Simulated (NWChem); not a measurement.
System meant: CH₄BFOS; SMILES FB(SC)O

NWChem input:

```
start job
memory heap 200 mb stack 900 mb global 1100 mb
geometry units angstroms noautoz
  B     -0.060928     0.820676     0.000038
  F      0.666803     1.940900    -0.000289
  O     -1.410390     0.884545     0.000187
  H     -1.734101     1.792739     0.000020
  S      0.812307    -0.757388     0.000320
  C     -0.579822    -1.924394     0.000612
  H     -1.201401    -1.794567     0.895863
  H     -0.148115    -2.933647     0.001877
  H     -1.200255    -1.796377    -0.895702
end
basis spherical
  B library def2-svp
  F library def2-svp
  O library def2-svp
  H library def2-svp
  S library def2-svp
  C library def2-svp
end
dft
  odft
  mult 2
  xc pbe0
  iterations 150
  mulliken
end
task dft energy
```

End of the output:

```
 Summary of "ao basis" -> "" (spherical)
 ------------------------------------------------------------------------------
       Tag                 Description            Shells   Functions and Types
 ---------------- ------------------------------  ------  ---------------------
 B                          def2-svp                 6       14   3s2p1d
 F                          def2-svp                 6       14   3s2p1d
 O                          def2-svp                 6       14   3s2p1d
 H                          def2-svp                 3        5   2s1p
 S                          def2-svp                 8       18   4s3p1d
 C                          def2-svp                 6       14   3s2p1d

                                 NWChem DFT Module
                                 -----------------

 Summary of "ao basis" -> "ao basis" (spherical)
 ------------------------------------------------------------------------------
       Tag                 Description            Shells   Functions and Types
 ---------------- ------------------------------  ------  ---------------------
 B                          def2-svp                 6       14   3s2p1d
 F                          def2-svp                 6       14   3s2p1d
 O                          def2-svp                 6       14   3s2p1d
 H                          def2-svp                 3        5   2s1p
 S                          def2-svp                 8       18   4s3p1d
 C                          def2-svp                 6       14   3s2p1d

      Symmetry analysis of basis
      --------------------------

        a'         66
        a"         28

  number of electrons :                   48
  multiplicity        :                    2
 ------------------------------------------------------------------------
  no. of electrons and multiplicity not compatible                  48
 ------------------------------------------------------------------------
 ------------------------------------------------------------------------
  current input line :
    29: task dft energy
 ------------------------------------------------------------------------
 ------------------------------------------------------------------------
 There is an error in the input file
 ------------------------------------------------------------------------
 For more information see the NWChem manual at https://nwchemgit.github.io

0: no. of electrons and multiplicity not compatible:Received an Error in Communication
```

Q: Find the fault in this run and fix the input.

A: The program refused the input. Cause: the multiplicity doesn't fit the number of electrons (an even count wants an odd multiplicity, and the reverse). This input runs:
```
start job
memory heap 200 mb stack 900 mb global 1100 mb
geometry units angstroms noautoz
  B     -0.060928     0.820676     0.000038
  F      0.666803     1.940900    -0.000289
  O     -1.410390     0.884545     0.000187
  H     -1.734101     1.792739     0.000020
  S      0.812307    -0.757388     0.000320
  C     -0.579822    -1.924394     0.000612
  H     -1.201401    -1.794567     0.895863
  H     -0.148115    -2.933647     0.001877
  H     -1.200255    -1.796377    -0.895702
end
basis spherical
  * library def2-svp
end
dft
  xc pbe0
  iterations 150
  mulliken
end
task dft energy
```
It converges to -638.06443 Ha (PBE0/def2-SVP).
